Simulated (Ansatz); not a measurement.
Reaction (formal exchange of groups at the Se–Sn bond): `C=C[Se][Sn]([CH3])([CH3])[CH3]` + GeH₄ → `C=C[Se][GeH3]` + `[CH3][SnH]([CH3])[CH3]`

Calculated with Ansatz (gas phase, PBE0-D4/def2-TZVP geometries, no zero-point term in ΔE). CBS: MP2 limit from def2 TZ/QZ plus the TZ coupled-cluster correction, frozen cores. Functionals use def2-TZVPP. def2 core potentials past Kr. For Ge, Se, Sn outer-core shells are correlated without core-valence functions, which leaves a few kJ/mol of doubt a bond. Scalar relativity is left out up to krypton. One conformer a species, not always the lowest.

Is it downhill or uphill in electronic energy at CCSD(T)/CBS, and by how much? (An estimate is asked.)

Ansatz gave: Uphill: ΔE = +42.1 kJ/mol.

What do these levels give: revPBE-D4, ωB97X-V, PBE0, CAM-B3LYP, CCSD/def2-TZVPP, MP2/CBS(def2)? (An estimate is asked.)

Computed: revPBE-D4 35.2, ωB97X-V 33.9, PBE0 29.1, CAM-B3LYP 29.2, CCSD/def2-TZVPP 32.3, MP2/CBS(def2) 47.4 kJ/mol.

Largest T1 diagnostic among the species: 0.012.

Leaving LDA and LC-ωPBE aside and taking each functional with its dispersion term where it has one, the values, not all of them listed here, spread over 7.8 kJ/mol, from B97M-V to BHLYP-D4. The D4 term adds +8.7 kJ/mol with B3LYP and +5.7 kJ/mol with PBE0; it sums over pairs of atoms, weighted by their polarisabilities, and B3LYP, whose exchange is more repulsive, gets the larger term.

B3LYP here is the variant with VWN-RPA as its local correlation; programs differ in this.
